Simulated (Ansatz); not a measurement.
```yaml
crystal:
  periodic: [false, false, false]
  atoms:
    - {symbol: B, position_ang: [-0.929647, 1.152262, -0.223074]}
    - {symbol: Si, position_ang: [0.395479, 0.456469, 1.013884]}
    - {symbol: N, position_ang: [1.710644, 1.350395, 1.593713]}
    - {symbol: S, position_ang: [0.440451, 0.021308, -1.266674]}
    - {symbol: Si, position_ang: [-0.714230, -1.781890, -1.293803]}
    - {symbol: H, position_ang: [-2.016555, 0.652840, -0.288059]}
    - {symbol: H, position_ang: [-0.782544, 2.292526, -0.561610]}
    - {symbol: H, position_ang: [0.456202, -0.883891, 1.641289]}
    - {symbol: H, position_ang: [1.816048, 2.327799, 1.378827]}
    - {symbol: H, position_ang: [2.560139, 0.931773, 1.933217]}
    - {symbol: H, position_ang: [-1.822725, -1.609638, -2.262328]}
    - {symbol: H, position_ang: [-1.259672, -2.043168, 0.061267]}
    - {symbol: H, position_ang: [0.166809, -2.901483, -1.711949]}
basis:
  gaussian: {orbitals: "6-31G*", final_grid: {core_spheres: 8, valence_spheres: 7, degree: 23}}
magnetization: {spin_polarized: true, initial_magnetization: 0}
hamiltonian: {xc: {name: SPW92}}
```

```sh
$ ansatz run in.yaml --threads 4 --pin off --events-out ev --progress --plain --max-ram 10444MiB
```

It prints (some lines left out):

```
Functional definition: SPW92
1303 factors; their error is unknown
mean field evaluation 1: about -28754.8625 eV, gradient 4.7e1 eV
mean field evaluation 2: about -28721.2160 eV, gradient 8.7e1 eV
mean field evaluation 4: about -28764.6495 eV, gradient 8.1e0 eV
mean field evaluation 8: about -28765.0813 eV, gradient 1.5e-1 eV
mean field evaluation 16: about -28764.9811 eV, gradient 2.6e-4 eV
mean field -28764.98109679 eV, -1057.0935577026 hartree, gradient 1.8e-5 eV, S^2 0.000000; 0 other end points of the search recorded, 0 dependent functions left out
reference -28764.98113793 eV, -1057.0935592143 hartree; 32, 32 occupied and 71, 71 virtual orbitals, 1303 factors
Total energy: -28764.98113793 eV, -1057.0935592143 hartree
```

Hardware: 4 threads of an Intel Xeon 6975P-C on a shared host. Wall time 0.4 s, peak host memory 0.51 GiB.
